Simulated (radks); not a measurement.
Polarisability of neutral sulfur, [Ne] 3s2 3p4, at imaginary frequency. All-electron calculation, non-relativistic Kohn-Sham, LDA (Slater exchange, Perdew-Wang correlation), spin-polarised, spherical densities, point nucleus; open shells are filled with parallel spins first. Program: a radial shooting solver on a logarithmic mesh with Libxc functionals. Response by self-consistent Sternheimer equations with the Hartree and adiabatic LDA kernel.

w (hartree),alpha1(iw) (bohr^3)
0.00266,21.22
0.0143,21.19
0.0360,21.03
0.0697,20.54
0.118,19.43
0.186,17.41
0.280,14.49
0.413,10.98
0.605,7.476
0.892,4.527
1.35,2.425
2.12,1.145
3.59,0.4731
6.94,0.1634
17.5,0.03618

Static values: alpha1 = 21.22 bohr^3 (3.145 angstrom^3; uncoupled 31.87). C6 = 146.4, triple-dipole C9 = 2247 atomic units. One-pole (London) frequency 4 C6 / (3 alpha1^2) = 0.433 hartree, against 0.229 for minus the highest occupied eigenvalue. The dipole shielding factor is 1.000, as the force sum rule N/Z = 1.000 demands. Recommended static value: 19.4 bohr^3 (Schwerdtfeger and Nagle, 2023 table).
